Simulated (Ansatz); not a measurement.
```xyz
9

N    -0.3902    0.2127   -2.5700
Zn   -0.1085    0.2728   -0.7778
C     0.0826    0.2817    1.1436
Te    0.0897   -1.7244    1.8984
H    -0.5655    1.0718   -3.0700
H     0.2036   -0.3727   -3.1389
H    -0.7418    0.8170    1.6144
H     1.0275    0.7471    1.4237
H     0.4026   -1.3059    3.4767
```

Charge 0, multiplicity 1. Te: def2 effective core potential.

Problem. List the ωB97M-V/def2-TZVPP orbital energies in eV (the Gaussian-basis code of Ansatz). (Best estimate.)

Solution. The calculation gave: Occupied: -9465.25, -1156.53, -1016.98, -1016.96, -1016.86, -393.61, -281.77, -174.60, -136.37, -123.50, -123.39, -123.16, -91.77, -91.71, -91.58, -46.52, -46.47, -46.27, -46.17, -46.15, -25.37, -22.40, -19.14, -17.28, -17.16, -17.08, -17.01, -17.01, -15.00, -14.00, -13.08, -12.50, -10.59, -10.44, -9.26, -8.11. Lowest empty: 0.77, 0.92, 1.53, 1.93, 2.64, 3.01, 4.05, 4.37.
